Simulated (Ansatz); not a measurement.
CH₄Cl₂O₂Si, SMILES `OC(O)(Cl)[SiH2]Cl`. Total charge 0; spin multiplicity 1.

Z-matrix (Å, degrees):
```
C
O 1 1.387
Cl 1 1.821 2 104.7
O 1 1.368 2 112.6 3 -120.3
Si 1 1.908 2 114.6 3 112.9
H 2 0.967 1 107.1 3 -169.1
H 4 0.967 1 108.3 2 48.8
Cl 5 2.061 1 105.7 2 55.0
H 5 1.476 1 110.8 2 173.6
H 5 1.475 1 109.0 2 -61.0
```

(1) Give the diagnostics of a CCSD(T)/def2-TZVPP run (frozen core, Ansatz). (Estimate.)

## Answers

(1) The calculation gave: T1 = 0.0114, largest single amplitude 0.017, largest double 0.015, (T) share of the correlation energy 4.0 %, 9 CCSD cycles. The RHF solution is stable towards an unrestricted one. T1 lies under the customary mark of 0.02 for closed shells.
